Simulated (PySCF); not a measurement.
**[Pr(H2O)2]3+: from a saddle point downhill**

PySCF 2.14.0, RKS PBE0, Pr lcecp-1-SVP with ECP48, O def2-SVP, H def2-SVP; non-relativistic Hamiltonian with scalar-relativistic core potentials where named; density fitting; no spin-orbit coupling. Relaxed within the symmetry of its start, the geometry (D2d) is

```xyz
7

Pr    0.0000    0.0000    0.0000
O     0.0000    0.0000    2.3607
H     0.5444    0.5444    2.9841
H    -0.5444   -0.5444    2.9841
O     0.0000    0.0000   -2.3607
H     0.5444   -0.5444   -2.9841
H    -0.5444    0.5444   -2.9841
```

and its lowest harmonic modes are -64, -64, 147, 396, 399, 632 cm⁻¹ (negative: unstable). It was moved along the lowest mode and relaxed again.

Where does it end, and how much lower?

In C1, nearly C2, 0.207 eV lower, after 45 steps:
```xyz
7

Pr    1.0713    0.0508   -0.0018
O    -0.1783    0.0705    1.9537
H     0.1442    0.2175    2.8808
H    -1.1502   -0.0743    2.0839
O    -0.1794   -0.0803   -1.9528
H     0.1429   -0.2928   -2.8668
H    -1.1485    0.0714   -2.0970
```

How do the contacts change?


| contact | saddle (Å) | end (Å) |
| --- | --- | --- |
| Pr1–O2 (H2O) | 2.361 | 2.321 |
| Pr1–O5 (H2O) | 2.361 | 2.321 |


Is the end a minimum?

Yes; lowest modes 48, 83, 105, 412, 419, 636 cm⁻¹.

An lcecp potential fixes the number of 4f electrons, so in runs with it no electron can move into or out of that shell.

State: singlet in the valence, with the 4f electrons in the core potential.
